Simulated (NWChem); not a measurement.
System: AgH3SO; SMILES [OH2]->[Ag][SH]

```xyz
6

Ag    -0.0531    -0.3174     0.0081
S      0.1580     1.9772     0.0254
H     -1.1871     2.1900    -0.0728
O     -0.1547    -2.5555    -0.0046
H      0.2742    -2.9272     0.7904
H      0.3543    -2.9211    -0.7538
```
Atoms are numbered in this order, from 1.

Level: PBE-D3(BJ)/def2-SVP with def2 effective core potentials on Ag (NWChem), optimised geometry, unscaled harmonic frequencies. def2 effective core potentials on Ag; no spin-orbit coupling.

Problem. List the harmonic frequencies with IR intensities, and the thermochemistry.

Solution. 
```
frequency (cm⁻¹)  IR intensity (km/mol)
----------------  ---------------------
85                                  6.0
86                                  9.9
111                                51.6
281                                 0.7
361                                27.9
402                               228.6
524                                 3.0
603                                10.7
1571                               56.2
2594                                5.8
3676                               47.7
3771                              110.2
```

* **zero-point energy**: 20.1 kcal/mol
* **thermal correction to the enthalpy at 298.15 K (with zero-point energy)**: 24.8 kcal/mol
* **heat capacity Cv**: 18.8 cal/(mol K)
* **entropy at 298.15 K and 1 atm (symmetry number 1)**: 80.4 cal/(mol K)

Rigid rotor and harmonic oscillator; modes under 100 cm⁻¹ make the entropy uncertain.
